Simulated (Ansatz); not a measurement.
Cartesian coordinates in Å:
```
O -1.213 1.181 -0.639
C -1.312 -0.181 -0.864
O -0.071 -0.748 -1.256
B 1.001 -0.717 -0.434
Si 1.039 0.102 1.427
H -1.047 1.625 -1.477
H -1.646 -0.626 0.075
H -2.013 -0.422 -1.668
H 1.997 -1.198 -0.904
H -0.286 0.193 2.102
H 1.605 1.478 1.330
H 1.947 -0.688 2.306
```

Charge 0, multiplicity 1.

**Question.** List the ωB97M-V/def2-TZVPP orbital energies in eV (the Gaussian-basis code of Ansatz). (Estimate.)

**Answer.** The calculation gave: Occupied: -1806.31, -527.05, -526.92, -284.59, -188.40, -147.45, -101.56, -101.56, -101.53, -33.21, -31.40, -22.44, -19.15, -17.61, -17.08, -16.42, -14.96, -13.79, -12.91, -12.45, -11.78, -11.74, -11.43, -9.84. Lowest empty: 0.78, 2.07, 2.81, 3.12, 3.18, 3.56, 3.65, 3.94.
